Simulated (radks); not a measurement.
Effect of the nuclear size on neutral vanadium, [Ar] 3d3 4s2. All-electron calculation, Dirac Kohn-Sham, exchange-only LDA, spin-unpolarised, spherical densities, finite nucleus; open shells fill j = l - 1/2 first; Fermi nuclear charge, rms radius 3.6002 fm. Program: a radial shooting solver on a logarithmic mesh with Libxc functionals. The rms radius is varied about that value; shifts are against it.

| rms radius (fm) | total energy shift (eV) | density at nucleus (e/bohr^3) | 1s1/2 shift (meV) | 2s1/2 shift (meV) | 2p1/2 shift (meV) | 3s1/2 shift (meV) |
|---|---|---|---|---|---|---|
| 3.1682 | -0.0134 | 9868 | -5.67 | -0.481 | 0.061 | -0.064 |
| 3.467 | -0.00430 | 9839 | -1.82 | -0.155 | 0.020 | -0.021 |
| 3.6002 | 0 | 9826 | 0.000 | 0.000 | 0.000 | 0.000 |
| 3.7838 | 0.00619 | 9810 | 2.62 | 0.222 | -0.028 | 0.030 |
| 4.4138 | 0.0297 | 9759 | 12.6 | 1.07 | -0.136 | 0.142 |

Slopes of the eigenvalues against <r^2> in GHz/fm^2, as finite differences over the two radii next to the reference (eigenvalue slopes, not the field-shift constants of lines): 1s1/2 468, 2s1/2 39.7, 2p1/2 -5.07, 3s1/2 5.30.
